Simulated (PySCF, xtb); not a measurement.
C2H3Cl2In, SMILES C=[CH][In]([Cl])[Cl]. Other conformers were not sampled.

Harmonic wavenumbers (cm⁻¹) from xtb with GFN2-xTB at its own minimum, in rising order: 47, 55, 84, 94, 225, 281, 305, 421, 428, 893, 931, 989, 1142, 1366, 1643, 3010, 3023, 3046.

Question: What does PBE-D3(BJ)/def2-SVP run with PySCF give at its own minimum? (An estimate is asked for; the answer gives what the named calculation found.)

Answer: 56, 57, 94, 124, 256, 340, 365, 448, 503, 947, 950, 987, 1182, 1359, 1598, 3041, 3104, 3137. Paired by order, the mean absolute difference is 37 cm⁻¹ and the zero-point energies are 25.7 and 26.5 kcal/mol.
